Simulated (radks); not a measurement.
Results of a calculation; reference values are marked as such.
The nuclear charge of the krypton ion Kr+ is varied continuously with 35 electrons held in [Ar] 3d10 4s2 4p5. Code: a radial shooting solver on a logarithmic mesh with Libxc functionals. Model: scalar-relativistic Kohn-Sham, PBEsol, spin-polarised, spherical densities, finite nucleus; open shells are filled with parallel spins first; Fermi nuclear charge, rms radius 4.1884 fm. By the Hellmann-Feynman theorem dE/dZ = E(electron-nucleus)/Z, the electronic potential at the nucleus (averaged over a nucleus of fixed radius). The scalar-relativistic energy here is not variational (the density holds large components alone), so the two differ by a part that grows with Z.

Z      E (hartree)  E(electron-nucleus)/Z (hartree)  HOMO  e(HOMO) (eV)  <r> HOMO (bohr)
35     -2604.67531                         -179.503    4p        -7.458            2.115
35.25  -2649.83798                         -181.238    4p       -10.108            2.031
35.5   -2695.43613                         -182.972    4p       -12.936            1.958
35.75  -2741.46949                         -184.705    4p       -15.932            1.892
36     -2787.93791                         -186.438    4p       -19.090            1.832
36.25  -2834.84128                         -188.170    4p       -22.402            1.778
36.5   -2882.17958                         -189.901    4p       -25.865            1.728
36.75  -2929.95283                         -191.633    4p       -29.474            1.682
37     -2978.16109                         -193.365    4p       -33.226            1.639

The central difference of E at Z = 36 is -186.744 hartree, to compare with the third column; the second derivative is -6.96 hartree.
